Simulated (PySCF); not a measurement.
Compound: C5H3F2O (doublet state).
Geometry (GFN2-xTB, Å), atoms numbered from 1 in this order:
```
atom  x, y, z in Å
F1     2.7207    0.2310   -0.9149
C2     1.9688   -0.0802    0.1392
F3     2.7111   -0.4162    1.1885
C4     0.5995   -0.0458    0.1098
C5    -0.2688    0.2955   -0.9463
C6    -1.5610    0.1613   -0.4327
C7    -1.4298   -0.2421    0.8702
O8    -0.1322   -0.3716    1.2121
H9     0.0308    0.5935   -1.9283
H10   -2.4798    0.3380   -0.9524
H11   -2.1538   -0.4609    1.6289
```

The hyperfine couplings belong to this conformer and change with its torsions.

Identity: `F[C](F)c1ccco1` [radical].

Theory: UKS B3LYP, pcH-1 on C F H O, non-relativistic, mean-field spin-orbit, GIAO in PySCF. Isolated species at its GFN2-xTB geometry (one conformer only). Couplings are sensitive to structure, and on GFN2-xTB geometries they can be far from those on DFT ones. The SCF solution wasn't tested for stability. ⟨S²⟩ is 0.777 where a pure state has 0.75.

Q: What are g_iso and the isotropic 19F coupling of F1?

A: g_iso = 2.00358 and a = +86.26 MHz, or +3.076 mT (Mulliken spin population +0.03).

Q: For one electron spin and this one nucleus (I = 1/2, g_N = 5.2577), compare first-order, second-order and exact resonance fields at 9.464 GHz.

A: First order: B = B0 − a·mI with B0 = 337.487 mT. Second order subtracts a²[I(I+1) − mI²]/(2B0). The exact fields come from the Breit–Rabi levels of H = g μB B Sz − g_N μN B Iz + a S·I.

| mI | first order (mT) | second order (mT) | exact (mT) | exact − first order |
| --- | --- | --- | --- | --- |
| −1/2 | 339.025 | 339.018 | 339.018 | -0.007 |
| +1/2 | 335.949 | 335.942 | 335.942 | -0.007 |

Q: What g and a would be read from the two outer exact lines by first-order rules?

A: Their midpoint, 337.480 mT, gives an apparent g of 2.00362 (true 2.00358), and their distance over 2I an apparent |a| of 3.076 mT (true 3.076).

Q: What levels remain at zero field?

A: F = I ± 1/2 = 1 and 0, at a·I/2 = +21.6 MHz and −a(I+1)/2 = -64.7 MHz, that is |a|(I + 1/2) = 86.3 MHz apart; F = 0 lies lower.

Other couplings of abundant isotopes, left aside here: 1 × 19F 93 MHz, 1 × 1H 27 MHz, 1 × 1H 25 MHz, 1 × 1H 6 MHz.

F1 and F3 aren't averaged: C2 is flat or nearly so (angle sum 360°), and its turn about the short C2–C4 bond (1.37 Å) is taken as slow.
